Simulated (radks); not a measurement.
These are the eigenvalues of the occupied orbitals of an atom or ion with whole-number occupations (hartree). Method: non-relativistic Kohn-Sham, XLYP, spin-unpolarised, spherical densities, point nucleus; computed with a radial shooting solver on a logarithmic mesh with Libxc functionals.

| orbital | eigenvalue |
|---|---|
| 1s | -178.1237 |
| 2s | -19.78151 |
| 2p | -16.57313 |
| 3s | -2.53129 |
| 3p | -1.68755 |
| 3d | -0.42163 |
| 4s | -0.37956 |

Which element is it, and in what charge state? The configuration may be excited.

Answer. Z = 22, titanium, charge +1: Ti+ in [Ar] 3d2 4s1. The list shows which subshells hold electrons but not how many an open one holds; the 1s level, -178.12 hartree, gives Z - s = 18.9 by -(Z - s)^2/2, which with screening narrows Z to a few neighbours, and the depths of the outer levels then fix element, charge and occupations together.
